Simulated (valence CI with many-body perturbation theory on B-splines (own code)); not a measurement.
Energy levels of Cr10+

Level of theory: valence CI with perturbative core correlation (CI+MBPT): four valence electrons over a frozen Dirac-Fock core [Ne], radial functions for each j: 11 s, 11 p, 10 d, 8 f, 5 g, 2 h, with the one-electron correlation potential Σ1, the two-electron term Σ2, the three-electron term Σ3, Breit, model QED; selected CI, second order for the rest, scaled by the run's own slope (own B-spline code, finite nucleus).

No measured spectrum was set against this ion. As an estimate, levels of excited configurations hold to 0.05 to 0.15 % of their energy, terms of the ground configuration to about 0.5 %. Among the levels kept, up to 640 cm⁻¹ of a level comes from second order outside the variational space, and about a tenth of that is noise between levels of different J, which matters for small intervals.

Levels 136 to 175 of 175, with energies above the lowest level, 3s2.3p2 3P_0. "Leading %" is the weight of the configuration and term that name the level; weights of strongly mixed levels are sums over their largest components and can fall short. In the jj column 3d3/2^4 stands for four electrons in 3d with j = 3/2. Lifetimes count E1, E2, E3, M1 and M2 decay at the calculated energies, and are blank where another channel may lead or the interval is too uncertain; long ones can be off by a factor of two.

```csv
No.,Configuration,Term,J,E (eV),Leading %,Lifetime,g,Leading jj
136,3s.3p.3d2,5D°,2,119.40,90,40.4 ps,1.469,3s 3p1/2 3d3/2 3d5/2 (56 %)
137,3s.3p.3d2,5D°,3,119.60,83,38.1 ps,1.466,3s 3p1/2 3d3/2 3d5/2 (37 %)
138,3s.3p.3d2,5D°,4,119.91,76,34.5 ps,1.464,3s 3p1/2 3d5/2^2 (34 %)
139,3s.3p.3d2,5F°,1,120.04,96,19.0 ps,0.042,3s 3p1/2 3d3/2^2 (33 %)
140,3s.3p.3d2,5F°,2,120.15,91,19.5 ps,1.039,3s 3p3/2 3d3/2^2 (30 %)
141,3s.3p.3d2,5F°,3,120.31,85,20.4 ps,1.286,3s 3p3/2 3d3/2 3d5/2 (39 %)
142,3s.3p.3d2,5F°,4,120.51,75,22.1 ps,1.385,3s 3p3/2 3d3/2 3d5/2 (66 %)
143,3s.3p.3d2,5F°,5,120.56,99,19.6 ps,1.399,3s 3p3/2 3d5/2^2 (51 %)
144,3p3.3d,1F°,3,120.84,81,35.9 ps,1.004,3p1/2 3p3/2^2 3d5/2 (35 %)
145,3s.3p.3d2,5P°,1,121.19,97,31.2 ps,2.485,3s 3p1/2 3d3/2 3d5/2 (46 %)
146,3s.3p.3d2,5P°,2,121.48,96,30.9 ps,1.825,3s 3p3/2 3d3/2 3d5/2 (25 %)
147,3p3.3d,1F°,3,121.52,28,18.4 ps,1.124,3p1/2^2 3p3/2 3d5/2 (29 %)
148,3s.3p.3d2,5P°,3,121.90,94,30.6 ps,1.647,3s 3p3/2 3d3/2 3d5/2 (63 %)
149,3p3.3d,1D°,2,122.29,31,17.8 ps,1.088,3p1/2 3p3/2^2 3d5/2 (25 %)
150,3s.3p.3d2,3F°,2,122.55,65,30.6 ps,0.735,3s 3p1/2 3d3/2^2 (26 %)
151,3p3.3d,1F°,3,122.72,17,20.0 ps,1.175,3s 3p3/2 3d5/2^2 (23 %)
152,3p3.3d,3D°,1,122.92,51,17.4 ps,0.501,3s 3p3/2 3d3/2 3d5/2 (28 %)
153,3s.3p.3d2,3F°,3,123.00,48,24.5 ps,1.145,3s 3p3/2 3d5/2^2 (19 %)
154,3s.3p.3d2,3F°,4,123.23,67,29.3 ps,1.288,3s 3p3/2 3d5/2^2 (48 %)
155,3p3.3d,1D°,2,123.36,30,19.0 ps,1.017,3p3/2^3 3d3/2 (36 %)
156,3s.3p.3d2,5D°,3,123.76,95,15.2 ps,1.491,3s 3p3/2 3d3/2 3d5/2 (55 %)
157,3s.3p.3d2,5D°,2,123.77,98,15.1 ps,1.496,3s 3p3/2 3d3/2 3d5/2 (49 %)
158,3s.3p.3d2,5D°,1,123.80,99,15.0 ps,1.496,3s 3p3/2 3d3/2^2 (42 %)
159,3s.3p.3d2,5D°,4,123.80,84,16.3 ps,1.462,3s 3p3/2 3d3/2 3d5/2 (38 %)
160,3s.3p.3d2,5D°,0,123.81,99,15.0 ps,,3s 3p3/2 3d3/2^2 (57 %)
161,3p3.3d,3D°,1,124.77,44,17.7 ps,0.505,3s 3p3/2 3d3/2^2 (20 %)
162,3p3.3d,3D°,2,124.87,41,19.1 ps,1.164,3p1/2 3p3/2^2 3d5/2 (27 %)
163,3s.3p.3d2,3H°,4,124.91,94,59.3 ps,0.810,3s 3p1/2 3d3/2 3d5/2 (68 %)
164,3s.3p.3d2,3D°,3,125.00,41,21.3 ps,1.326,3s 3p3/2 3d5/2^2 (36 %)
165,3s2.3p.4s,3P°,0,125.08,95,9.84 ps,,3s^2 3p1/2 4s (95 %)
166,3s2.3p.4s,3P°,1,125.31,82,9.04 ps,1.434,3s^2 3p1/2 4s (89 %)
167,3s.3p.3d2,3H°,5,125.34,90,55.2 ps,1.047,3s 3p1/2 3d3/2 3d5/2 (50 %)
168,3s.3p.3d2,3H°,6,126.08,99,60.1 ps,1.166,3s 3p3/2 3d3/2 3d5/2 (78 %)
169,3s.3p.3d2,3G°,3,126.55,83,25.8 ps,0.752,3s 3p3/2 3d3/2 3d5/2 (32 %)
170,3s2.3p.4s,3P°,2,126.58,94,9.90 ps,1.501,3s^2 3p3/2 4s (94 %)
171,3s.3p.3d2,3G°,4,126.68,79,26.4 ps,1.041,3s 3p3/2 3d3/2 3d5/2 (43 %)
172,3s.3p.3d2,3G°,5,126.82,71,27.0 ps,1.185,3s 3p3/2 3d3/2 3d5/2 (39 %)
173,3s.3p.3d2,3S°,1,126.89,76,14.5 ps,2.005,3s 3p3/2 3d3/2 3d5/2 (36 %)
174,3s.3p.3d2,5S°,2,127.16,97,10.5 ps,2.000,3s 3p3/2 3d3/2 3d5/2 (43 %)
175,3s2.3p.4s,1P°,1,127.37,82,6.18 ps,1.066,3s^2 3p3/2 4s (89 %)
```

Names give the largest LS component (configuration and term), which can be under half, so a name can repeat, a term be missing and a line seem to break the LS rules; names also repeat where a configuration has a term twice.

Where two levels of one J and parity lie close, their mixing, g and order are uncertain.
